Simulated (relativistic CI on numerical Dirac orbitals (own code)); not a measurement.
**Cl I: q coefficients**

Method of calculation: Dirac-Coulomb-Breit CI, separate exchange-only KLI orbitals for each configuration, valence Slater integrals scaled by 0.85, P86 correlation energy added to each configuration, derivatives by finite differences, QED left out (own radial code, finite nucleus).

Configurations in the expansion (outside the closed core [Ne]): 3s2 3p5, 3s2 3p4 4s, 3s2 3p4 4p, 3s 3p6, 3s2 3p4 3d, 3s2 3p4 4d, 3s2 3p4 4f. Double excitations out of closed p, d and f shells are left out; levels of such configurations are missing from the list, as are those of other unlisted configurations, and high levels can miss mixing partners.

With x = (α/α₀)² − 1 an excitation energy changes as ω = ω₀ + qx; K = 2q/ω₀ is the relative enhancement. Terms are leading LS components, so labels can repeat.

Lowest level 3s2 3p5 2P°_3/2.

| Level | ω₀ (cm⁻¹) | q (cm⁻¹) |
| --- | --- | --- |
| 3s2 3p5 2P°_1/2 | 888.0 | 894 |
| 3s2 3p4 4s 4P_5/2 | 71423.6 | -338.8 |
| 3s2 3p4 4s 4P_3/2 | 71964.9 | 172.5 |
| 3s2 3p4 4s 4P_1/2 | 72311.6 | 542.8 |
| 3s2 3p4 4s 2P_3/2 | 73758.6 | -111.6 |
| 3s2 3p4 4s 2P_1/2 | 74410.2 | 509.5 |
| 3s2 3p4 4p 4P°_5/2 | 81731.9 | -180.3 |
| 3s2 3p4 4p 4P°_3/2 | 81946.4 | -22.52 |
| 3s2 3p4 4p 4P°_1/2 | 82191.4 | 274 |
| 3s2 3p4 4p 4D°_7/2 | 82480.8 | -239.6 |
| 3s2 3p4 4p 4D°_5/2 | 82736.9 | -149.3 |
| 3s2 3p4 4p 4D°_3/2 | 83100.6 | 309.3 |
| 3s2 3p4 4p 2D°_5/2 | 83258.6 | 304.6 |

Correlation outside the listed configurations is missing or only estimated: errors of thousands of cm⁻¹ between configurations and terms are usual at this charge. Rates and lifetimes follow the computed energies and can be off by large factors. The fine structure of a lone outer electron comes out too small, for d and f at times inverted, and misplaced configurations move strength between like terms.

(1) Which transition from the lowest level has the largest |K|?

Answers

(1) 3s2 3p5 2P°_1/2 at 888.0 cm⁻¹, K = 2.01.
